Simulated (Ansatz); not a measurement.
Molecule: C$_{4}$H$_{7}$O, charge 0, multiplicity 2. It need not be the lowest isomer of its formula. 
Coordinates optimised at B3LYP-D3(BJ)/def2-TZVP (Ansatz, a first-principles code):
```xyz
12

C     -2.3234    -0.1969    -0.0334
C     -0.8958     0.1191    -0.2845
C      0.1620    -0.4165     0.6016
C      1.5749    -0.0281     0.2477
O      1.8910     0.6683    -0.6804
H     -2.9780     0.2691    -0.7692
H     -2.6472     0.1393     0.9616
H     -2.5123    -1.2793    -0.0569
H     -0.5978     0.7431    -1.1142
H      0.0106    -0.1205     1.6546
H      0.1436    -1.5196     0.6501
H      2.3474    -0.4437     0.9289
```
Charge 0, spin multiplicity 2.

Basis-set convergence of Hartree-Fock and MP2 correlation energies (hartree) with Ansatz. Cores are frozen in the correlated levels unless marked. UHF or UKS for open shells. Spin-orbit coupling is left out. No relativistic terms.

```json
[
 {"basis": "cc-pVDZ", "functions": "105", "E(HF)": "-230.37723", "E(corr, MP2)": "-0.70814"},
 {"basis": "cc-pVTZ", "functions": "248", "E(HF)": "[?]", "E(corr, MP2)": "[?]"}
]
```

Question: Fill in the missing entries.

Answer: 
- cc-pVTZ, E(HF): -230.44201
- cc-pVTZ, E(corr, MP2): -0.87585
